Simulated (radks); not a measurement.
Effect of the nuclear size on neutral dysprosium, [Xe] 4f10 6s2. Calculated with a radial shooting solver on a logarithmic mesh with Libxc functionals: Dirac Kohn-Sham, LDA (Slater exchange, Perdew-Wang correlation), spin-unpolarised, spherical densities, finite nucleus; open shells are shared between the two j in proportion to 2j + 1; Fermi nuclear charge, rms radius 5.2218 fm. The rms radius is varied about that value; shifts are against it.

rms radius (fm)  total energy shift (eV)  density at nucleus (e/bohr^3)  1s1/2 shift (meV)  2s1/2 shift (meV)  5s1/2 shift (meV)  5p1/2 shift (meV)  6s1/2 shift (meV)  4f7/2 shift (meV)  6p1/2 (empty) shift (meV)
4.5012                             -6.72                      7.676e+05              -2760               -362              -2.74              0.315             -0.113              0.518                      0.101
4.7884                             -4.13                      7.548e+05              -1700               -223              -1.68              0.193             -0.070              0.318                      0.062
5.2218                                 0                      7.373e+05              0.000              0.000              0.000              0.000              0.000              0.000                      0.000
5.3941                              1.71                      7.308e+05                705               92.3              0.698             -0.080              0.029             -0.132                     -0.026
5.885                               6.82                      7.137e+05               2800                367               2.78             -0.319              0.115             -0.526                     -0.103

Slopes of the eigenvalues against <r^2> in GHz/fm^2, as finite differences over the two radii next to the reference (eigenvalue slopes, not the field-shift constants of lines): 1s1/2 94200, 2s1/2 12300, 5s1/2 93.3, 5p1/2 -10.7, 6s1/2 3.87, 4f7/2 -17.7, 6p1/2 (empty) -3.46.
